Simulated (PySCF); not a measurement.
EPR parameters of C8H9F2

Compound: C8H9F2 (doublet state).
Geometry (PBE0-D3(BJ)/def2-SVP, Å), atoms numbered from 1 in this order:
```xyz
19
C8H9F2 angstrom
F      2.6658    0.1055    1.7618
C      1.9008    0.8353    0.9548
F      1.2016    1.7087    1.6710
C      1.1642    0.0594   -0.0734
C      0.2996    0.9017   -1.0418
C     -1.0777    0.1755   -0.9946
C     -1.6475    0.4568    0.3783
C     -0.9176   -0.2373    1.2631
C      0.1324   -0.9966    0.4853
C     -0.6329   -1.2832   -0.8135
H      1.9315   -0.5003   -0.6313
H      0.7222    0.8923   -2.0574
H      0.2168    1.9502   -0.7236
H     -1.7306    0.4006   -1.8484
H     -2.4199    1.1968    0.5971
H     -0.9722   -0.1809    2.3513
H      0.6136   -1.8404    0.9962
H      0.0083   -1.6553   -1.6292
H     -1.4779   -1.9704   -0.6608
```

The hyperfine couplings belong to this conformer and change with its torsions.

As a line formula: `F[C](F)[C@@H]1C[C@@H]2C=C[C@H]1C2` [radical].

The calculation used PySCF, UKS B3LYP, IGLO-III on C F, pcH-1 on H, non-relativistic, mean-field spin-orbit, GIAO. One conformer (not necessarily the lowest) at the PBE0-D3(BJ)/def2-SVP geometry, without solvent, vibrations or thermal averaging. No stability test was run, so a lower SCF solution isn't excluded.

```
g1, g2, g3        : 2.00191, 2.00426, 2.00486
g_iso             : 2.00368
Form of g         : rhombic: the two nearest values differ by 20 % of g3 − g1
⟨S²⟩              : 0.7526 (exact 0.7500)
α and β electrons : 38, 37
Total energy      : -510.06237 Eh
```

Hyperfine couplings atom by atom, in MHz; T1 to T3 are the principal values of the dipolar part; ρ(0) is the spin density at the nucleus:

```csv
atom,isotope,a_iso,T1,T2,T3,Mulliken spin population,ρ(0) (bohr⁻³)
F1,19F,238.6,-201.1,-181.8,382.9,0.03,0.0567
C2,13C,386.3,-75.6,-75.1,150.7,0.88,0.3436
F3,19F,234.0,-212.1,-193.0,405.2,0.04,0.0556
C4,13C,23.7,-6.0,-4.7,10.6,-0.03,0.0211
C5,13C,0.2,-1.4,-1.1,2.5,0.00,0.0002
C6,13C,-0.7,-0.6,0.0,0.6,0.00,-0.0006
C7,13C,1.9,-2.1,-1.5,3.6,0.03,0.0017
C8,13C,-3.2,-1.3,0.4,0.9,-0.01,-0.0029
C9,13C,35.2,-6.3,-6.3,12.6,0.06,0.0313
C10,13C,4.8,-0.8,-0.8,1.6,0.00,0.0042
H11,1H,16.8,-6.9,-5.5,12.3,0.00,0.0038
H12,1H,-1.0,-2.3,-1.9,4.1,0.00,-0.0002
H13,1H,-1.4,-3.7,-3.2,6.8,0.00,-0.0003
H14,1H,0.3,-0.8,-0.7,1.5,0.00,0.0001
H15,1H,-1.5,-1.7,-0.5,2.1,0.00,-0.0003
H16,1H,0.5,-1.7,-1.3,3.1,0.00,0.0001
H17,1H,-3.9,-4.3,-0.7,5.1,0.00,-0.0009
H18,1H,-0.3,-1.4,-0.9,2.3,0.00,-0.0001
H19,1H,9.2,-0.9,-0.7,1.6,0.01,0.0021
```

The largest Mulliken spin population is on C2 (+0.88). The angles at C2 add up to 341.6°, so it is pyramidal.

Under fast tumbling the dipolar parts average out, and these isotropic splittings remain (the largest six): 2 × 19F (F1/F3, I = 1/2, 3 lines) with 8.42 mT, 1 × 1H (H11, I = 1/2, 2 lines) with 0.60 mT, 1 × 1H (H19, I = 1/2, 2 lines) with 0.33 mT, 1 × 1H (H17, I = 1/2, 2 lines) with 0.14 mT, 1 × 1H (H15, I = 1/2, 2 lines) with 0.05 mT and 1 × 1H (H13, I = 1/2, 2 lines) with 0.05 mT.

Means are taken over nuclei equivalent by connectivity, which assumes that they swap fast.

The 13C coupling of C2 (386.3 MHz) shows only in satellite lines or after enrichment, since that isotope makes up about 1.07 % of natural carbon.

The spin density at the nucleus, in bohr⁻³, is negative for C8 (-0.0029), for instance. A restricted open-shell determinant has no negative spin density anywhere; here it arises because α and β orbitals differ (spin polarisation).
